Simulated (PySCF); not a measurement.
Predicted microwave data (PBE0-D3(BJ)/def2-SVP geometry optimisation, gas phase (PySCF 2.14.0)) for one isomer of C3H3BrO:

| Item | Value |
| --- | --- |
| Rotational constants | A = 11858, B = 1189, C = 1128 MHz |
| Dipole components | \|μa\| = 0.85 D, \|μb\| = 1.64 D, \|μc\| = 0.01 D |
| Inertial defect | -19.86 u·Å² |
| κ | -0.99 |

Question: Which candidate fits, each taken in the one conformer that was computed?
A. `[O:1]=[CH:2]/[CH:3]=[CH:4]\[Br:5]` with O1–C2–C3–C4 180°
B. `[O:1]=[C:2]=[CH:3][CH2:4][Br:5]` with C2–C3–C4–Br5 -100°
C. `[OH:1][C@H:2]1[CH:3]=[C:4]1[Br:5]` with H–O1–C2–C3 -172°
D. `CC(Br)=C=O`
E. `[CH2:1]=[C:2]([Br:3])[CH:4]=[O:5]` with C1–C2–C4–O5 -1°

Answer: B. It is O=C=CCBr, a near-prolate asymmetric top, point group C1. The candidates at the same level (rigid rotor, commonest isotopes):

```tsv
SMILES	A (MHz)	B (MHz)	C (MHz)	μa (D)	μb (D)	μc (D)	Δ (u·Å²)	point group	rotor
O[C@H]1C=C1Br	10167	1540	1392	0.43	0.09	1.19	-14.84	C1	near-prolate asymmetric top
O=C/C=C\Br	11461	1351	1209	2.23	1.51	0.00	0.00	Cs	near-prolate asymmetric top
C=C(Br)C=O	8288	1744	1441	1.14	0.95	0.00	0.00	Cs	near-prolate asymmetric top
CC(Br)=C=O	5248	2067	1497	0.01	1.71	0.00	-3.21	Cs	asymmetric top
O=C=CCBr	11858	1189	1128	0.85	1.64	0.01	-19.86	C1	near-prolate asymmetric top
```

`CC(Br)=C=O` has B 74 % too high; `O[C@H]1C=C1Br` has B 30 % too high; `O=C/C=C\Br` has B 14 % too high; `C=C(Br)C=O` has B 47 % too high. No structure here is proved a minimum.
